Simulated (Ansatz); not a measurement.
Isolated molecules relaxed with PBE0-D4/def2-TZVP in Ansatz; ΔE leaves out vibrations. CCSD(T)/CBS adds triple-zeta CCSD(T) − MP2 to the extrapolated MP2 energy (def2 sets, frozen cores). This one scheme is used for every species. Functionals use def2-TZVPP. B3LYP here is the variant with VWN-RPA as its local correlation; programs differ in this. For Ge outer-core shells are correlated without core-valence functions, which leaves a few kJ/mol of doubt a bond. Scalar relativity is left out up to krypton. Each species was taken in one conformer, which may not be the lowest.

`N#C[CH2][GeH2][F]` + `[OH][GeH3]` → `[F][GeH2][O][GeH3]` + `CC#N`  (ligand exchange at a Ge–C bond)

`N#C[CH2][GeH2][F]`:

Cartesian coordinates in Å:
```
N 1.605 0.934 2.043
C 0.738 0.404 1.502
C -0.319 -0.237 0.760
Ge -0.050 0.019 -1.175
F -1.404 -0.807 -1.892
H -1.288 0.185 1.035
H -0.337 -1.309 0.970
H -0.160 1.493 -1.573
H 1.217 -0.682 -1.669
```

`[OH][GeH3]`:

```xyz
6

O     0.814   -1.062    0.303
Ge   -0.099    0.424   -0.068
H     0.269   -1.851    0.260
H     0.937    1.544    0.056
H    -1.246    0.602    0.944
H    -0.675    0.343   -1.495
```

`[F][GeH2][O][GeH3]`:

Z-matrix (Å, degrees):
```
Ge
O 1 1.748
F 1 1.741 2 106.6
H 1 1.535 2 111.5 3 -114.6
H 1 1.529 2 108.2 3 115.5
Ge 2 1.784 1 128.0 3 48.4
H 6 1.534 2 105.2 1 152.9
H 6 1.540 2 108.7 1 33.4
H 6 1.535 2 108.5 1 -87.5
```

`CC#N`:

Cartesian coordinates in Å:
```
C 0.384 -0.176 -0.242
C -0.759 0.348 0.479
N -1.665 0.762 1.050
H 0.600 -1.194 0.085
H 0.179 -0.186 -1.314
H 1.261 0.446 -0.057
```

```csv
level,ΔE (kJ/mol),difference from CCSD(T)/CBS
r2SCAN-D4,-67.3,-0.6
ωB97X-V,-69.5,-2.8
ωB97M-V,-67.0,-0.3
r2SCAN,-67.3,-0.6
B3LYP,-68.3,-1.6
HF/def2-TZVPP,-84.2,-17.5
CCSD/def2-TZVPP,-70.0,-3.3
MP2/def2-QZVPP,-67.4,-0.7
SCS-MP2/def2-QZVPP,-71.8,-5.1
HF/CBS(def2),-85.9,-19.2
CCSD(T)/CBS,-66.7,0
```

Largest T1 diagnostic among the species: 0.012.

In def2-TZVPP, CCSD(T) changes the Hartree–Fock value by +15.3 kJ/mol (the triples alone add +1.1 kJ/mol) and MP2 by +16.1 kJ/mol.

CCSD(T)/CBS has its own doubt, a few kJ/mol and more with outer-core shells, so smaller differences from it don't rank the levels.
